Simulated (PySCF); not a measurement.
SMILES CS(=O)(=O)c1ccccn1, C6H7NO2S

Molfile (atoms numbered from 1):
```
C6H7NO2S
     RDKit          3D

 17 17  0  0  0  0  0  0  0  0999 V2000
   -2.3410   -0.7134   -0.4958 C   0  0  0  0  0  0  0  0  0  0  0  0
   -1.5429    0.3509    0.6853 S   0  0  0  0  0  6  0  0  0  0  0  0
   -1.9109    1.7387    0.4089 O   0  0  0  0  0  0  0  0  0  0  0  0
   -1.7429   -0.2218    2.0112 O   0  0  0  0  0  0  0  0  0  0  0  0
    0.2044    0.1854    0.2694 C   0  0  0  0  0  0  0  0  0  0  0  0
    0.9839    1.3364    0.2176 C   0  0  0  0  0  0  0  0  0  0  0  0
    2.3469    1.1616   -0.0108 C   0  0  0  0  0  0  0  0  0  0  0  0
    2.8395   -0.1299   -0.1839 C   0  0  0  0  0  0  0  0  0  0  0  0
    1.9489   -1.2036   -0.1258 C   0  0  0  0  0  0  0  0  0  0  0  0
    0.6484   -1.0485    0.1046 N   0  0  0  0  0  0  0  0  0  0  0  0
   -2.2063   -0.2991   -1.5023 H   0  0  0  0  0  0  0  0  0  0  0  0
   -1.8997   -1.7127   -0.4006 H   0  0  0  0  0  0  0  0  0  0  0  0
   -3.4009   -0.7165   -0.2085 H   0  0  0  0  0  0  0  0  0  0  0  0
    0.5180    2.3151    0.3443 H   0  0  0  0  0  0  0  0  0  0  0  0
    3.0155    2.0245   -0.0580 H   0  0  0  0  0  0  0  0  0  0  0  0
    3.9008   -0.3083   -0.3673 H   0  0  0  0  0  0  0  0  0  0  0  0
    2.3022   -2.2302   -0.2694 H   0  0  0  0  0  0  0  0  0  0  0  0
  1  2  1  0
  2  3  2  0
  2  4  2  0
  2  5  1  0
  5  6  2  0
  6  7  1  0
  7  8  2  0
  8  9  1  0
  9 10  2  0
 10  5  1  0
  1 11  1  0
  1 12  1  0
  1 13  1  0
  6 14  1  0
  7 15  1  0
  8 16  1  0
  9 17  1  0
M  END
```

Computed, not measured: quadratic response CAM-B3LYP/aug-cc-pVDZ first hyperpolarisability, Taylor convention, gas phase (PySCF). Geometry: PBE0-D3(BJ)/def2-SVP.

Problem. Give the tensor of the static β(0;0,0) in the axes of these coordinates.

Solution. In au, Taylor convention; rows are the first index (the induced dipole):
|  | xx | yy | zz | xy | xz | yz |
| --- | --- | --- | --- | --- | --- | --- |
| x | -32.2 | -22.6 | -25.4 | +24.4 | +32.0 | +9.3 |
| y | +24.4 | +38.3 | -0.3 | -22.6 | +9.3 | +17.0 |
| z | +32.0 | +17.0 | +64.9 | +9.3 | -25.4 | -0.3 |

Norm of βᵢ = ⅓ Σⱼ (βᵢⱼⱼ + βⱼᵢⱼ + βⱼⱼᵢ): 152.7 au, hyper-Rayleigh value 57.8 au.
